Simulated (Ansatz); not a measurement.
Cost and result up the ladder for Ge₆H₁₂, a cluster cut from cubic germanium (18 atoms). The state is a singlet with charge 0. Geometry: PBE0-D4/def2-SVP.

Cartesian coordinates in Å:
```
Ge -0.823 2.028 0.783
Ge -1.379 -1.857 0.226
Ge 2.289 -0.355 0.192
Ge 1.379 1.857 -0.227
Ge 0.823 -2.028 -0.783
Ge -2.289 0.355 -0.191
H -1.404 3.443 0.587
H -0.700 1.765 2.299
H -2.319 -2.947 -0.330
H -1.250 -2.067 1.749
H 3.715 -0.477 -0.385
H 2.367 -0.585 1.716
H 1.249 2.066 -1.750
H 2.320 2.948 0.328
H 0.701 -1.765 -2.299
H 1.404 -3.443 -0.588
H -2.369 0.585 -1.714
H -3.715 0.476 0.387
```

Ansatz on 4 threads of Arm Neoverse V2 on a shared host. Times are rough, and most runs start from the orbitals of an earlier one. PBE0-D4/def2-TZVP serves as the yardstick here, not as an exact answer. Differences are given only for rows in sets of like size (and for xTB, whose basis is part of the method), since another set adds its own error. Binding counts from free atoms at the same level (Ge triplet, H doublet; other spins of the atoms weren't run), without zero-point energy or a counterpoise term.

Correlated methods freeze 54 core orbitals; core or outer-core shells of Ge are correlated, in sets that lack core-valence functions. The rows differ in basis, and correlated rows in double-zeta sets carry the largest basis error.

Correlated methods converge slowly with the basis, most of all in double-zeta sets.

```
                          level  functions  binding energy per atom (eV)  difference from PBE0-D4/def2-TZVP (eV)
              PBE-D4/def2-TZVPD        432                          2.73                                    0.00
            r2SCAN-D4/def2-TZVP        360                          2.78                                    0.05
                PBE-D4/def2-SVP        252                          2.73                                       –
PBE0-D4/def2-TZVP (with forces)        360                          2.74                                    0.00
               PBE-D4/def2-TZVP        360                          2.73                                   -0.01
                   MP2/def2-SVP        252                          2.56                                       –
             BHLYP-D4/def2-TZVP        360                          2.73                                   -0.01
                   HF/def2-TZVP        360                          2.00                                   -0.74
               PBE0-D4/def2-SVP        252                          2.74                                       –
```

Problem. Estimate how long each takes.

Solution. PBE-D4/def2-SVP 5.5 s; PBE-D4/def2-TZVP 10 s; PBE0-D4/def2-SVP 14 s; PBE-D4/def2-TZVPD 17 s; MP2/def2-SVP 17 s; HF/def2-TZVP 20 s; r2SCAN-D4/def2-TZVP 21 s; BHLYP-D4/def2-TZVP 24 s; PBE0-D4/def2-TZVP (with forces) 32 s. On shared hardware such times vary by a factor of up to 3.
